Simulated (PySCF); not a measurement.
Zr(Cl)4 anion (Cl4Zr), SMILES [Cl][Zr]([Cl])([Cl])[Cl] (connectivity only; charge and spin as stated), charge -1, multiplicity 2.

Geometry: PBE-D3(BJ)/def2-SVPD. The geometry has at least one imaginary mode, so it is a saddle point at that level. The spin state was assumed, not searched. The isomer is the one that the SMILES or the coordinates give; other isomers of the formula were not compared. The def2 effective core potentials stand for the cores of Zr; spin–orbit coupling is left out.

Computed with PySCF with ωB97X/def2-SVPD.

Isolated molecule, no solvent.

| Quantity | Result |
|---|---|
| total energy | -1887.67927 hartree |
| point group | D2d |
| α spin, highest occupied and lowest empty level | -2.74 and 4.25 eV |
| β spin, highest occupied and lowest empty level | -7.25 and 4.41 eV |
| dipole moment about the centre of nuclear charge | 0.00 D |
| mean static polarisability | 107.4 bohr³ (15.92 Å³) |
| polarisability, principal values | 104.9, 108.7, 108.7 bohr³ |
| ⟨S²⟩ | 0.752 (pure state 0.75) |
